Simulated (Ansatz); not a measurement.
I4Ti, SMILES [I][Ti-]([I])([I])[I] (connectivity only; charge and spin as stated), charge -1, multiplicity 2.

Geometry: B3LYP-D3(BJ)/def2-SVPD. The multiplicity is an assumed one; other spin states were not compared. The def2 effective core potentials stand for the cores of I; spin–orbit coupling is left out.

Two levels are set side by side: PBE/def2-SVPD (Ansatz, an electronic-structure program) and ωB97X-V/def2-SVPD (Ansatz). Energy differences of separate SCF runs at the same geometry; the states with an electron removed or added have multiplicity 1. Differences are taken from unrounded values.

| quantity | ωB97X-V |
|---|---|
| vertical ionisation energy (eV) | 4.26 |

Q: What does PBE give, and how far is it from ωB97X-V? (An estimate is asked for; the answer gives what the named calculation found.)

A: 
| quantity | PBE | PBE minus ωB97X-V |
|---|---|---|
| vertical ionisation energy (eV) | 2.79 | -1.47 |
